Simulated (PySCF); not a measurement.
## Working out the ionisation energy of Zr²⁰⁺

Zr²⁰⁺ [Ar] 3d2 (3F) → Zr²¹⁺ [Ar] 3d1 (2D). All numbers are calculated (PySCF 2.14, the spin-free X2C one-electron Hamiltonian (Gaussian nucleus), in an uncontracted even-tempered set (19 s from 2.1 bohr⁻², ratio 2.5; 12 p from 2.7 bohr⁻², ratio 2.5; 8 d from 2.7 bohr⁻², ratio 2.5; 4 f from 9.4 bohr⁻², ratio 2.7; 3 g from 14 bohr⁻², ratio 2.7)). Frozen: [Ne]; the 31 highest virtual orbitals dropped. Energies in hartree (1 hartree = 27.21139 eV):

```
             part  Zr²⁰⁺ (lower)  Zr²¹⁺ (upper)
              UHF   -3371.400332   -3339.683527
MP2 opposite-spin      -0.301886      -0.302865
    MP2 same-spin      -0.106091      -0.102326
```

Task: What does Hartree-Fock give?

Result: (-3339.683527) − (-3371.400332) = 31.716805 hartree = 863.058 eV.

Task: What do MP2 and SCS-MP2 (6/5 opposite-spin, 1/3 same-spin) give?

Result: The opposite-spin parts differ by -0.027 eV and the same-spin parts by 0.102 eV. MP2: 863.058 + (-0.027) + (0.102) = 863.133 eV. SCS-MP2: 863.058 + 1.2 × (-0.027) + (0.102)/3 = 863.060 eV.

Reference: 863 ± 4 eV (theoretical estimate listed by NIST; NIST Atomic Spectra Database, ionization energies), between the lowest levels; spin-orbit coupling is absent from the calculation.

What remains against the reference includes basis incompleteness, the frozen core and correlation beyond second order.
